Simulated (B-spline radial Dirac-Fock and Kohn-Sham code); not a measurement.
In the model described below, a K (1s) vacancy in chromium as Cr¹⁹⁺, configuration 1s2 2s2 2p1, lives for 4.3 fs, which corresponds to a natural width of 0.153 eV. Out of 1000 such holes, about 355 decay by emitting a photon and the rest by ordinary Auger emission. The strongest X-ray line is Kα1 (K-L3) at 5603.3 eV, with 66 % of the radiative rate. The strongest electron group is K-L1L1 near 3921 eV, with 64 % of the non-radiative rate.

Input of the calculation (task.json; shells as n, l, electrons):

```json
{"items": [{
  "Z": 24,
  "q": 19,
  "cfg": [[1, 0, 2], [2, 0, 2], [2, 1, 1]],
  "A": 52,
  "rrms": 3.6452,
  "do": ["binding", "quiet", "decay"],
  "holes": ["K", "L1"]
}]}
```

Launch: `python xray_run.py task.json out`

Level of theory: a relativistic independent-particle model: LDA orbitals of the hole state, radiative multipoles to third order, Auger rates from the Coulomb interaction with a continuum orbital, Dirac-Fock energies; a radial finite-basis atomic code.
